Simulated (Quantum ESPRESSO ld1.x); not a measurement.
Ca V, 16 electrons, occupied as [Ne] 3s1 3p4 4f1 (not the ground configuration).

All-electron calculation, non-relativistic Kohn-Sham, LDA (Slater exchange, Perdew-Zunger correlation), spin-polarised, spherical densities, point nucleus; open shells are filled with parallel spins first. Program: ld1.x of Quantum ESPRESSO 7.5.

Energy parts (eV):
part                     energy
total                 -18169.53
kinetic                18144.71
electron-nucleus      -42022.16
Hartree                 6581.47
exchange-correlation    -873.56

Orbitals (lengths in bohr, moments of r in powers of bohr; <r^-3> diverges for s and p1/2; r(90%) holds 90 % of the orbital's charge):
[
 {"orbital": "1s up", "occ.": "1", "eigenvalue (eV)": "-3993.32", "<r^-3>": "-", "r(90%)": "0.138", "<1/r>": "19.49", "<r>": "0.07753"},
 {"orbital": "1s down", "occ.": "1", "eigenvalue (eV)": "-3992.05", "<r^-3>": "-", "r(90%)": "0.138", "<1/r>": "19.49", "<r>": "0.07753"},
 {"orbital": "2s up", "occ.": "1", "eigenvalue (eV)": "-482.316", "<r^-3>": "-", "r(90%)": "0.571", "<1/r>": "4.006", "<r>": "0.3670"},
 {"orbital": "2s down", "occ.": "1", "eigenvalue (eV)": "-480.989", "<r^-3>": "-", "r(90%)": "0.570", "<1/r>": "4.009", "<r>": "0.3665"},
 {"orbital": "2p up", "occ.": "3", "eigenvalue (eV)": "-407.726", "<r^-3>": "184.2", "r(90%)": "0.541", "<1/r>": "3.944", "<r>": "0.3278"},
 {"orbital": "2p down", "occ.": "3", "eigenvalue (eV)": "-406.229", "<r^-3>": "184.3", "r(90%)": "0.539", "<1/r>": "3.946", "<r>": "0.3274"},
 {"orbital": "3s up", "occ.": "1", "eigenvalue (eV)": "-108.969", "<r^-3>": "-", "r(90%)": "1.58", "<1/r>": "1.309", "<r>": "1.075"},
 {"orbital": "3s down", "occ.": "0", "eigenvalue (eV)": "-103.656", "<r^-3>": "-", "r(90%)": "1.60", "<1/r>": "1.299", "<r>": "1.083"},
 {"orbital": "3p up", "occ.": "3", "eigenvalue (eV)": "-89.1969", "<r^-3>": "25.54", "r(90%)": "1.68", "<1/r>": "1.222", "<r>": "1.119"},
 {"orbital": "3p down", "occ.": "1", "eigenvalue (eV)": "-84.0678", "<r^-3>": "25.03", "r(90%)": "1.71", "<1/r>": "1.209", "<r>": "1.133"},
 {"orbital": "3d up", "occ.": "0", "eigenvalue (eV)": "-59.1005", "<r^-3>": "2.363", "r(90%)": "1.88", "<1/r>": "1.026", "<r>": "1.193"},
 {"orbital": "3d down", "occ.": "0", "eigenvalue (eV)": "-54.4689", "<r^-3>": "2.329", "r(90%)": "1.94", "<1/r>": "1.013", "<r>": "1.218"},
 {"orbital": "4s up", "occ.": "0", "eigenvalue (eV)": "-39.5719", "<r^-3>": "-", "r(90%)": "3.53", "<1/r>": "0.5556", "<r>": "2.472"},
 {"orbital": "4s down", "occ.": "0", "eigenvalue (eV)": "-37.2647", "<r^-3>": "-", "r(90%)": "3.59", "<1/r>": "0.5487", "<r>": "2.509"},
 {"orbital": "4f up", "occ.": "1", "eigenvalue (eV)": "-19.8128", "<r^-3>": "0.07855", "r(90%)": "4.76", "<1/r>": "0.3581", "<r>": "3.217"},
 {"orbital": "4f down", "occ.": "0", "eigenvalue (eV)": "-18.0190", "<r^-3>": "0.06613", "r(90%)": "5.06", "<1/r>": "0.3380", "<r>": "3.412"}
]

The highest occupied level is 4f up at -19.813 eV. The configuration is held as typed, so some empty levels lie below it. The density falls to 0.001 e/bohr^3 at r = 4.11 bohr. Virial ratio -V/T = 2.00137. Spin moment in Bohr magnetons: 4. Summed over all electrons, <r^2> = 19.97 bohr^2, which gives a Langevin (diamagnetic) susceptibility term of -15.8 x 10^-6 cm^3/mol.
